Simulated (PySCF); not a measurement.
Si(F)3(NHSiH3) (F3H4NSi2), SMILES F[Si](F)(F)N[SiH3]. Atoms are numbered in the order given.

```xyz
10

F      0.3838     1.6969    -1.2742
Si     0.0262     0.7890     0.0000
F     -1.5567     0.5185     0.0000
F      0.3838     1.6969     1.2742
N      0.7880    -0.7204     0.0000
Si     0.0008    -2.3011     0.0000
H      1.8051    -0.7338     0.0000
H      1.0995    -3.3048     0.0000
H     -0.8490    -2.4792    -1.2086
H     -0.8490    -2.4792     1.2086
```
Charge 0, spin multiplicity 1.

Geometry: B3LYP-D3(BJ)/def2-SVP. One conformer was computed; it need not be the lowest.

These are TDA-PBE/def2-SVPD run with PySCF values and carry that method's errors.

Vertical excitations.  State labels are in the subgroup Cs.

```tsv
state	symmetry	energy (eV)	λ (nm)	f	main pairs
S1	A"	6.02	206	0.009	HOMO→LUMO 99 %
S2	A"	7.01	177	0.010	HOMO→LUMO+1 98 %
S3	A"	7.29	170	0.002	HOMO→LUMO+2 91 %
S4	A"	7.45	166	0.011	HOMO→LUMO+3 91 %
S5	A'	7.54	164	0.006	HOMO−1→LUMO 99 %
S6	A'	7.64	162	0.054	HOMO→LUMO+4 97 %
S7	A"	7.91	157	0.000	HOMO→LUMO+5 75 %, HOMO−2→LUMO 24 %
S8	A"	8.01	155	0.021	HOMO−2→LUMO 74 %, HOMO→LUMO+5 24 %
S9	A'	8.70	142	0.095	HOMO−1→LUMO+1 91 %
S10	A"	8.75	142	0.007	HOMO→LUMO+6 97 %
T1	A"	5.71	217	0	HOMO→LUMO 100 %
T2	A"	6.86	181	0	HOMO→LUMO+1 98 %
T3	A"	7.07	175	0	HOMO→LUMO+2 87 %
T4	A"	7.21	172	0	HOMO→LUMO+3 87 %
```
Triplets are in the Tamm–Dancoff approximation.
